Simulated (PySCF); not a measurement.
# Calculated NMR parameters of C=CC/C=C/B(O)O

- Formula: C5H9BO2
- SMILES: C=CC/C=C/B(O)O
- InChI: InChI=1S/C5H9BO2/c1-2-3-4-5-6(7)8/h2,4-5,7-8H,1,3H2/b5-4+
- Point group of the computed structure: C1
- Carbon signals: 5
- Proton signals: 7

Atoms are numbered as in `[CH2:1]=[CH:2][CH2:3]/[CH:4]=[CH:5]/[B:6]([OH:7])[OH:8]` (H(Xn): hydrogen on atom n). Ha(C1) is cis to C3; Hb(C1) is trans to C3.

Rapidly exchanging positions averaged, a single conformation, gas phase, relativity neglected. σ from GIAO-B3LYP/pcSseg-1; PBE0-D3(BJ)/def2-SVP geometry; couplings computed with B3LYP/pcJ-1 (spin–dipole term only in couplings to heteroatoms); PySCF 2.14.0 with density-fitted response routines.

δ = σ(ref) − σ, references computed at the same level: ¹H (σref 31.38), ¹³C (σref 179.24) against TMS; ¹¹B (σref 97.83) vs BF3·OEt2; ¹⁷O (σref 334.04) vs H2O.

```tsv
carbon	δC, type	δH (multiplicity, J in Hz)	HMBC from (abs. J ≥ 3 Hz)	span of the C tensor (ppm)
C1	121.7, CH2	Ha(C1) 5.21 (dq, 17.8, 2.0); Hb(C1) 5.11 (dq, 11.2, 2.0)	H(C3)	203
C2	145.6, CH	6.01 (ddt, 17.8, 11.2, 8.6)	H(C4), H(C3)	238
C3	49.3, CH2	2.87 (tq, 8.6, 1.8)	H(C4), H(C2), Ha(C1), Hb(C1), H(C5)	32
C4	162.8, CH	6.92 (dt, 17.8, 8.6)	H(C5), H(C3)	260
C5	126.7, CH	5.09 (dt, 17.8, 1.8)	H(C4), H(C3)	194
```

Other nuclei:
| atoms | nucleus | environment | δ (ppm) | σ (ppm) |
| --- | --- | --- | --- | --- |
| H(O7)/H(O8) | ¹H | hydrogen on an oxygen bonded to B | 3.43 | 27.95 |
| B6 | ¹¹B | boron bonded to C, 2 O | 26.8 | 71.0 |
| O7/O8 | ¹⁷O | oxygen bonded to B, H | 116.2 | 217.9 |

Selected couplings (Hz, signed; the shortest-range and largest first, 30 at most; isotopes ¹³C, ¹H, ¹¹B): ¹J(C1,Hb(C1)) 169.4, ¹J(C1,Ha(C1)) 164.1, ¹J(C4,H(C4)) 163.2, ¹J(C2,H(C2)) 160.8, ¹J(C5,H(C5)) 142.7, ¹J(C3,H(C3)) 132.5, ¹J(C5,B6) 89.5, ¹J(C1,C2) 77.6, ¹J(C4,C5) 66.9, ¹J(C2,C3) 44.4, ¹J(C3,C4) 43.1, ²J(B6,H(C5)) 4.2, ²J(C2,C4) -3.9, ²J(Ha(C1),Hb(C1)) 2.2, ²J(C1,C3) 1.2, ³J(Ha(C1),H(C2)) 17.8, ³J(H(C4),H(C5)) 17.8, ³J(Hb(C1),H(C2)) 11.2, ³J(H(C2),H(C3)) 8.6, ³J(H(C3),H(C4)) 8.6, ³J(C3,B6) 6.4, ³J(B6,H(C4)) 5.9, ³J(C1,C4) 4.0, ³J(C2,C5) 3.6, ⁴J(Ha(C1),H(C3)) -1.9, ⁴J(Hb(C1),H(C3)) -1.8, ⁴J(H(C3),H(C5)) -1.8.

δC 162.8, 145.6, 126.7: alkene CH; an sp2 carbon of a C=C bond. δC 121.7: terminal =CH2 carbon; as expected for a trigonal carbon in a double bond. δH 5.21, 5.11: hydrogen on a terminal =CH2 carbon; attached to an sp2 carbon and in the plane of the double bond. δH 3.43: hydrogen on an oxygen bonded to B; labile proton, position sensitive to the medium. δH 2.87: hydrogen on an allylic sp3 CH2; allylic position. The protons at 5.21 and 6.01 share a coupling of 17.8 Hz (vicinal, trans across C=C). The protons at 6.92 and 5.09 share a coupling of 17.8 Hz (vicinal, trans across C=C). The protons at 5.11 and 6.01 share a coupling of 11.2 Hz (vicinal, cis across C=C). The protons at 6.01 and 2.87 share a coupling of 8.6 Hz (vicinal).

Exchangeable OH/NH protons stand at their gas-phase positions; hydrogen bonding in a real sample shifts them, mostly to higher δ. A carbon bonded to boron is broadened by the quadrupolar boron nucleus and is often missing from a measured spectrum. Multiplet labels drop couplings under 1 Hz and merge nearly equal ones. Unscaled 3J(H,H) at this level run about 10 % above measured values. Shifts are as computed. Against solution values, carbons near 30 ppm lie about +2 ppm off and those near 130 ppm about +6 ppm. Of 1313 compounds with measured shifts, 239 miss one by over three times the rms of a fit or turn the order of signals round; such compounds aren't used in these exercises. Couplings across =CH–CH2 type bonds come from one rotamer and its mirror image, and can be 1–2 Hz further off. Experimental scales use liquid or dissolved standards, which lie at an offset from isolated H2O (liquid H2O: subtract about 36 ppm).
